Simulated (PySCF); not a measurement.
Compound: C8H13NSi.
Geometry (PBE0-D3(BJ)/def2-SVP, Å), atoms numbered from 1 in this order:
```
atom  x, y, z in Å
C1    -2.0390    0.7774   -1.0855
Si2   -1.0296   -0.3486    0.0333
C3    -1.6530   -0.2225    1.8032
C4    -1.1290   -2.1261   -0.5684
C5     0.7738    0.2299   -0.0178
C6     1.7976   -0.5306   -0.5963
C7     3.1014   -0.0337   -0.6188
N8     3.4460    1.1474   -0.1143
C9     2.4817    1.8794    0.4393
C10    1.1507    1.4722    0.5122
H11   -1.6832    0.7145   -2.1257
H12   -3.1044    0.4973   -1.0702
H13   -1.9601    1.8285   -0.7665
H14   -2.7181   -0.4986    1.8610
H15   -1.5527    0.8037    2.1902
H16   -1.0891   -0.8915    2.4715
H17   -2.1676   -2.4891   -0.5150
H18   -0.7967   -2.2209   -1.6141
H19   -0.5084   -2.7930    0.0507
H20    1.5937   -1.5129   -1.0311
H21    3.9071   -0.6258   -1.0698
H22    2.7831    2.8500    0.8516
H23    0.4164    2.1320    0.9848
```

Computed with PBE0-D3(BJ)/def2-SVP geometry optimisation, gas phase (PySCF).

Masses are those of the commonest isotopes; rigid-rotor values at the optimised geometry. 

Q: Give the principal moments of inertia and the rotational constants in MHz.

A: Ia = 244.50, Ib = 704.02, Ic = 787.29 u·Å²; 505379 MHz·u·Å²/I gives A = 2067, B = 717.8, C = 641.9 MHz.

Q: Classify the top.

A: An asymmetric top. Ray's parameter κ = (2B − A − C)/(A − C) = -0.893; −1 is the prolate and +1 the oblate limit.

Q: Is it planar, by Δ = Ic − Ia − Ib?

A: Not planar: Δ = Ic − Ia − Ib = -161.23 u·Å². For a rigid frame Δ = −2 Σ m c², so Σ m c² = 80.62 u·Å² lies off the ab plane: 23.65 from hydrogen and 56.96 from heavier atoms. The atom farthest from that plane is 2.48 Å away.

Q: Give the other two planar moments, Paa and Pbb, and the rms extents of the mass along the axes.

A: Paa = Σ m a² = (Ib + Ic − Ia)/2 = 623.40 and Pbb = Σ m b² = (Ia + Ic − Ib)/2 = 163.88 u·Å². With the mass M = 151.08 u, the rms extents √(P/M) along a, b and c are 2.03, 1.04, 0.73 Å.

Q: Which types of transition are allowed, and where do some lines up to J = 4 fall?

A: The dipole components are |μa| = 2.74 D, |μb| = 0.04 D, |μc| = 0.01 D. Intensities carry the squares of the components, which stand as 1.00 : 0.00 : 0.00 (a : b : c). Some lines, for components of 0.1 D or more:

```tsv
type	branch	J(Ka,Kc)	MHz	lower level (cm⁻¹)
a	Q	3(1,2) ← 3(1,3)	455	0.311
a	Q	4(1,3) ← 4(1,4)	759	0.487
a	R	1(0,1) ← 0(0,0)	1360	0.000
a	R	2(1,2) ← 1(1,1)	2644	0.090
a	R	2(0,2) ← 1(0,1)	2716	0.045
a	R	2(1,1) ← 1(1,0)	2795	0.093
a	R	3(1,3) ← 2(1,2)	3964	0.179
a	R	3(0,3) ← 2(0,2)	4067	0.136
a	R	3(2,2) ← 2(2,1)	4079	0.321
a	R	3(2,1) ← 2(2,0)	4092	0.321
a	R	3(1,2) ← 2(1,1)	4191	0.186
a	R	4(1,4) ← 3(1,3)	5281	0.311
a	R	4(0,4) ← 3(0,3)	5408	0.272
a	R	4(2,3) ← 3(2,2)	5437	0.457
a	R	4(3,2) ← 3(3,1)	5445	0.689
a	R	4(3,1) ← 3(3,0)	5446	0.689
a	R	4(2,2) ← 3(2,1)	5468	0.458
a	R	4(1,3) ← 3(1,2)	5584	0.326
```

Q: Estimate the classical rotational partition function at 50 K, 298.15 K and 500 K.

A: Point group C1, symmetry number σ = 1; q = (√π/σ)·√((kT/h)³/(ABC)), k/h = 20836.6 MHz/K: 61100 at 50 K, 889000 at 298.15 K, 1930000 at 500 K.

Not checked by PBE0-D3(BJ)/def2-SVP frequencies. No vibrational averaging or centrifugal distortion is included, and the geometry carries the error of its method. A rigid rotor knows nothing of internal rotation, which can split or shift real lines. Quadrupole hyperfine structure (14N) is left out.

The run took 2.9 min of wall time on Arm Neoverse V1, one thread, no GPU, shared host. That covers the optimisation of the geometry.
